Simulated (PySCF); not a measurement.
A species of formula C6H14P2 has this rotational fingerprint, computed with PBE0-D3(BJ)/def2-SVP geometry optimisation, gas phase in PySCF:

```
Rotational constants : A = 2435, B = 948.6, C = 757.3 MHz
Dipole components    : |μa| = 1.04 D, |μb| = 0.07 D, |μc| = 0.32 D
Inertial defect      : -72.95 u·Å²
κ                    : -0.77
```

Question: Which candidate fits, each taken in the one conformer that was computed?
A. `[CH2:1]=[CH:2][CH2:3][P@:4](=[CH2:5])([PH2:6])[CH2:7][CH3:8]` with C1–C2–C3–P4 -108°, C2–C3–P4–C5 172°, C3–P4–P6–H 53° and 148°, C3–P4–C7–C8 167°
B. `[CH2:1]=[CH:2][CH2:3][P@:4]([CH3:5])([PH2:6])=[CH:7][CH3:8]` with C1–C2–C3–P4 -104°, C2–C3–P4–C5 175°, C3–P4–P6–H -179° and -86°
C. `[PH2:1][P:2]1[CH2:3][CH2:4][CH2:5][CH2:6][CH2:7][CH2:8]1` with H–P1–P2–C3 -83° and -176°, P1–P2–C3–C4 -172°, P2–C3–C4–C5 60°, C3–C4–C5–C6 -70°, C4–C5–C6–C7 94°

Answer: C. It is PP1CCCCCC1, an asymmetric top, point group C1. The candidates at the same level (rigid rotor, commonest isotopes):

```json
{"SMILES": "PP1CCCCCC1", "A (MHz)": "2435", "B (MHz)": "948.6", "C (MHz)": "757.3", "μa (D)": "1.04", "μb (D)": "0.07", "μc (D)": "0.32", "Δ (u·Å²)": "-72.95", "point group": "C1", "rotor": "asymmetric top"}
{"SMILES": "C=CC[P@](C)(P)=CC", "A (MHz)": "1604", "B (MHz)": "1003", "C (MHz)": "833.2", "μa (D)": "0.30", "μb (D)": "0.07", "μc (D)": "1.25", "Δ (u·Å²)": "-212.34", "point group": "C1", "rotor": "asymmetric top"}
{"SMILES": "C=CC[P@](=C)(P)CC", "A (MHz)": "1739", "B (MHz)": "970.4", "C (MHz)": "905.8", "μa (D)": "1.17", "μb (D)": "0.87", "μc (D)": "1.18", "Δ (u·Å²)": "-253.36", "point group": "C1", "rotor": "asymmetric top"}
```

`C=CC[P@](=C)(P)CC` has A 29 % too low; `C=CC[P@](C)(P)=CC` has A 34 % too low. No structure here is proved a minimum.
